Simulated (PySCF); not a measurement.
C₂H₅ClO₂Si. Atoms are numbered in the order given.

```xyz
11

C     -2.0810    -0.0281     0.1584
C     -0.8220     0.2507    -0.1879
Cl    -0.4162     1.8223    -0.9059
Si     0.6627    -0.8916     0.0156
O      1.8909     0.0194     0.6648
O      0.2781    -2.1469     1.0267
H     -2.9072     0.6753     0.0200
H     -2.2997    -1.0046     0.6006
H      1.0313    -1.5130    -1.2745
H      1.8150     0.9707     0.5124
H      0.2229    -1.9412     1.9680
```
Charge 0, spin multiplicity 1.

Geometry: B3LYP-D3(BJ)/def2-SVP. The structure was generated by enumeration, and PubChem lists no compound with its InChIKey, so it may never have been made. One conformer was computed; it need not be the lowest.

The numbers are results of SMD-ωB97X/6-31G* run with PySCF, not measurements.

Solvation free energies are E(SMD) − E(gas) at the gas-phase geometry, for 1 M in both phases. In vacuum the dipole moment is 2.08 D.

Q: Rank water, chloroform, ethanol by solvation free energy, most negative first.

A: ethanol (-9.1 kcal/mol), water (-7.1 kcal/mol), chloroform (-6.1 kcal/mol)
